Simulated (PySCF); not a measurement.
## Working out the excitation energy of Pb⁺

Pb⁺ [Xe] 4f14 5d10 6s2 6p1 (2P) → Pb⁺ [Xe] 4f14 5d10 6s1 6p1 7s1 (4P). All numbers are calculated (PySCF 2.14, a scalar-relativistic core potential, in aug-cc-pVTZ-PP with ECP60MDF (6s5p4d2f, 55 functions)). Frozen: 5s2 5p6 5d10. Energies in hartree (1 hartree = 27.21139 eV):

```
            part  Pb⁺ (lower)  Pb⁺ (upper)
             UHF  -191.594417  -191.109081
CCSD correlation    -0.035840    -0.010307
             (T)    -0.000418    -0.000076
```

Problem. What does Hartree-Fock give?

Solution. (-191.109081) − (-191.594417) = 0.485336 hartree = 13.207 eV.

Problem. What do CCSD and CCSD(T) give?

Solution. The CCSD correlation energies differ by 0.025533 hartree = 0.695 eV and the triples by 0.000342 hartree = 0.009 eV, so CCSD gives 13.902 eV and CCSD(T) 13.911 eV.
